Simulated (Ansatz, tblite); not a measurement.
Cost and result up the ladder for [Cu(OH)2]- (CuO₂H₂⁻) (5 atoms). The state is a singlet with charge -1. Geometry: r2SCAN-D4/def2-TZVPD.

```xyz
5

Cu   -0.0258   -0.1913    0.0803
O     0.7712   -0.9758   -1.3565
H     1.5533   -0.4485   -1.5615
O    -0.8395    0.4696    1.5690
H    -1.4592    1.1460    1.2687
```

Ansatz on 4 threads of Arm Neoverse V2 on a shared host; xTB runs through tblite on one thread. Times are rough, summed over both states, and most runs start from the orbitals of an earlier one. No level here is sound enough to serve as a yardstick. The other state is a doublet.

The xTB rows come from tblite. HOMO above LUMO, or a gap near zero within one spin, warns that the state may not be the lowest or that an electron is smeared out.

Run but left out: HF/def2-TZVPPD, MP2/def2-TZVPPD, CCSD/def2-TZVPPD, CCSD(T)/def2-TZVPPD (singlet: restricted singlet, unstable towards broken spin symmetry).

Raw xTB energies of ions are shifted by several eV.

| level | functions | vertical IE (eV) | remarks |
| --- | --- | --- | --- |
| r2SCAN-D4/def2-TZVPD (with forces) | 146 | 2.75 | HOMO above zero (-1 singlet), restricted SCF unstable in HF (-1 singlet) |
| GFN2-xTB | 19 | 7.40 | – |
| PBE-D4/def2-TZVPD | 146 | 2.78 | HOMO above zero (-1 singlet), gap within one spin near zero (doublet) |
| GFN1-xTB | 21 | 7.51 | – |
| PBE0-D4/def2-TZVPD | 146 | 2.85 | restricted SCF unstable in HF (-1 singlet) |

**Question.** Estimate how long each takes.

**Answer.** GFN1-xTB 0.004 s; GFN2-xTB 0.004 s; PBE-D4/def2-TZVPD 2.6 s; PBE0-D4/def2-TZVPD 5.9 s; r2SCAN-D4/def2-TZVPD (with forces) 6.8 s. On shared hardware such times vary by a factor of up to 3.
